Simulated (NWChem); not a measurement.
Program: NWChem. System: Sn (+1), charge 1, spin multiplicity 2. Its SCF solution wasn't tested for a lower state. Level: UHF/def2-QZVP with def2 effective core potentials on Sn.

NWChem printed:

```
             Northwest Computational Chemistry Package (NWChem) 7.3.0
             --------------------------------------------------------

                                NWChem Input Module
                                -------------------

 Scaling coordinates for geometry "geometry" by  1.889725989
 (inverse scale =  0.529177249)

                             Geometry "geometry" -> ""
                             -------------------------

 Output coordinates in angstroms (scale by  1.889725989 to convert to a.u.)

  No.       Tag          Charge          X              Y              Z
 ---- ---------------- ---------- -------------- -------------- --------------
    1 Sn                  50.0000     0.00000000     0.00000000     0.00000000

 Effective nuclear repulsion energy (a.u.)       0.0000000000

            Nuclear Dipole moment (a.u.)
            ----------------------------
        X                 Y               Z
 ---------------- ---------------- ----------------
     0.0000000000     0.0000000000     0.0000000000

      Symmetry information
      --------------------

 Group name             D2h
 Group number             26
 Group order               8
 No. of unique centers     1

      Symmetry unique atoms

     1


 Summary of "ao basis" -> "" (spherical)
 ------------------------------------------------------------------------------
       Tag                 Description            Shells   Functions and Types
 ---------------- ------------------------------  ------  ---------------------
 *                         def2-qzvp                  on all atoms

 Summary of "ao basis" -> "ao basis" (spherical)
 ------------------------------------------------------------------------------
       Tag                 Description            Shells   Functions and Types
 ---------------- ------------------------------  ------  ---------------------
 Sn                        def2-qzvp                22       82   7s6p4d4f1g

                                 NWChem SCF Module
                                 -----------------

  ao basis        = "ao basis"
  functions       =    82
  atoms           =     1
  alpha electrons =    11
  beta  electrons =    10
  charge          =   1.00
  wavefunction    = UHF
  use symmetry    = T
  symmetry adapt  = T

 Summary of "ao basis" -> "ao basis" (spherical)
 ------------------------------------------------------------------------------
       Tag                 Description            Shells   Functions and Types
[...]
    30      0.798637  1 Sn d  2              28      0.461093  1 Sn d  0

 Vector   10  Occ=1.000000D+00  E=-7.307992D-01  Symmetry=ag
              MO Center=  1.7D-31, -7.5D-32, -1.1D-22, r^2= 1.8D+00
   Bfn.  Coefficient  Atom+Function         Bfn.  Coefficient  Atom+Function
  ----- ------------  ---------------      ----- ------------  ---------------
     6      0.628500  1 Sn s                  5      0.574251  1 Sn s
     3     -0.468256  1 Sn s

 Vector   11  Occ=0.000000D+00  E=-2.257676D-01  Symmetry=b3u
              MO Center=  5.0D-18,  5.4D-17, -4.4D-21, r^2= 3.7D+00
   Bfn.  Coefficient  Atom+Function         Bfn.  Coefficient  Atom+Function
  ----- ------------  ---------------      ----- ------------  ---------------
    20      0.467978  1 Sn px                17      0.368620  1 Sn px
     8     -0.253802  1 Sn px                23      0.234034  1 Sn px

 Vector   12  Occ=0.000000D+00  E=-2.257676D-01  Symmetry=b1u
              MO Center=  1.3D-18, -5.8D-17,  6.1D-18, r^2= 3.7D+00
   Bfn.  Coefficient  Atom+Function         Bfn.  Coefficient  Atom+Function
  ----- ------------  ---------------      ----- ------------  ---------------
    22      0.467978  1 Sn pz                19      0.368620  1 Sn pz
    10     -0.253802  1 Sn pz                25      0.234034  1 Sn pz

 Vector   13  Occ=0.000000D+00  E=-1.832754D-01  Symmetry=b2u
              MO Center= -3.8D-17, -1.3D-17,  5.5D-17, r^2= 4.2D+00
   Bfn.  Coefficient  Atom+Function         Bfn.  Coefficient  Atom+Function
  ----- ------------  ---------------      ----- ------------  ---------------
    21      0.414292  1 Sn py                24      0.340447  1 Sn py
    18      0.324149  1 Sn py                 9     -0.238688  1 Sn py

 center of mass
 --------------
 x =   0.00000000 y =   0.00000000 z =   0.00000000

 moments of inertia (a.u.)
 ------------------
           0.000000000000           0.000000000000           0.000000000000
           0.000000000000           0.000000000000           0.000000000000
           0.000000000000           0.000000000000           0.000000000000

  Mulliken analysis of the total density
  --------------------------------------

    Atom       Charge   Shell Charges
 -----------   ------   -------------------------------------------------------
    1 Sn  22    21.00   0.57  0.02  1.22  0.17  0.77  1.12  0.12  5.84  0.00  0.24  0.46  0.42  0.03  9.11  0.79  0.10  0.00  0.00  0.00  0.00  0.00  0.00

  Mulliken analysis of the alpha density
  --------------------------------------

    Atom       Charge   Shell Charges
 -----------   ------   -------------------------------------------------------
    1 Sn  22    11.00   0.29  0.01  0.61  0.08  0.38  0.57  0.06  2.93  0.00  0.15  0.47  0.42  0.03  4.54  0.40  0.06  0.00  0.00  0.00  0.00  0.00  0.00

   Mulliken analysis of the beta density
   -------------------------------------

    Atom       Charge   Shell Charges
 -----------   ------   -------------------------------------------------------
    1 Sn  22    10.00   0.29  0.01  0.61  0.09  0.39  0.55  0.06  2.92 -0.00  0.08 -0.00  0.00 -0.00  4.57  0.39  0.05  0.00  0.00 -0.00  0.00  0.00  0.00

   Mulliken analysis of the spin density
   -------------------------------------

    Atom       Charge   Shell Charges
 -----------   ------   -------------------------------------------------------
    1 Sn  22     1.00  -0.00  0.00 -0.00 -0.01 -0.01  0.02 -0.01  0.01  0.00  0.07  0.47  0.42  0.03 -0.02  0.01  0.01  0.00  0.00  0.00 -0.00 -0.00 -0.00

       Multipole analysis of the density wrt the origin
       ------------------------------------------------

     L   x y z        total         alpha         beta         nuclear
     -   - - -        -----         -----         ----         -------
     0   0 0 0      1.000000    -11.000000    -10.000000     22.000000

     1   1 0 0      0.000000      0.000000      0.000000      0.000000
     1   0 1 0      0.000000      0.000000      0.000000      0.000000
     1   0 0 1      0.000000      0.000000      0.000000      0.000000

     2   2 0 0    -13.109086     -7.432627     -5.676459      0.000000
     2   1 1 0      0.000000     -0.000000      0.000000      0.000000
     2   1 0 1     -0.000000     -0.000000     -0.000000      0.000000
     2   0 2 0    -17.153760    -11.786272     -5.367488      0.000000
     2   0 1 1     -0.000000      0.000000     -0.000000      0.000000
     2   0 0 2    -13.109086     -7.432627     -5.676459      0.000000

 Task  times  cpu:        1.6s     wall:        1.6s

 Total times  cpu:        1.6s     wall:        1.6s
```

### Question
Write an NWChem input that would produce this output.

### Answer
This is not unique; one that fits is 
```
start mol
memory heap 200 mb stack 900 mb global 1100 mb
charge 1
geometry units angstroms nocenter noautoz
  Sn     0.000000     0.000000     0.000000
  symmetry group D2h
end
basis spherical
  * library def2-qzvp
end
ecp
  Sn library def2-ecp
end
scf
  uhf
  nopen 1
  maxiter 100
  thresh 1e-7
  semidirect memsize 60000000 filesize 0
  # guess.movecs holds the orbitals of an unrestricted PBE0 run
  vectors input guess.movecs output mol.movecs
end
task scf energy
```
